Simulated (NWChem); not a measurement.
## Atomisation of H5B3N3

```
B
N 1 1.4303
H 2 1.0126 1 118.79
N 1 1.4303 2 118.59 3 180.00
H 4 1.0126 1 118.79 2 180.00
B 4 1.4398 5 118.36 1 180.00
N 6 1.4002 4 111.39 5 180.00
B 7 1.4002 6 132.93 4 0.00
H 6 1.2067 7 125.20 8 180.00
H 8 1.2067 7 125.20 6 180.00
H 1 1.2093 2 120.71 3 0.00
```
Charge 0, spin multiplicity 2.

All runs are NWChem calculations. All single points use one geometry, from UPBE0/def2-SVP, a minimum by its harmonic frequencies. It is one conformer; others weren't searched.

Basis set: def2-SVP. The atomisation energy is electronic alone: no zero-point, thermal, spin-orbit or counterpoise terms. No value is extrapolated to the basis-set limit. Free atoms are single determinants with multiplicities B 2, N 4, H 2. Correlated methods freeze the same cores in atoms and molecule, 6 orbitals in all.

```csv
method,atomisation energy (kcal/mol),relative cost
HF,826.2,under 3
CAM-B3LYP,1129.6,8
PBE0,1126.3,under 3
LDA (SVWN5),1289.2,1
PBE,1150.0,under 3
MP2,1063.9,3
LC-wPBE (omega 0.3 per bohr),1134.3,10
B3LYP,1120.5,under 3
TPSS,1123.0,under 3
```

The values span 463.0 kcal/mol, from HF (lowest) to LDA (SVWN5) (highest). Relative cost: rough, from shared machines, SCF included, LDA (SVWN5) = 1. Costs are the molecule's.

B3LYP has NWChem's definition, with VWN1-RPA local correlation. GW and range-separated runs recompute their integrals, the others keep them in memory, which bears on the times. The structure started from a generated list of species. The unpaired electrons of the parent sit in orbitals of symmetry a1 (C2v labels of the run); other states weren't searched. The stability of the SCF solutions was not checked. Open-shell Hartree-Fock references start from PBE0 orbitals; any time given for them includes that run.
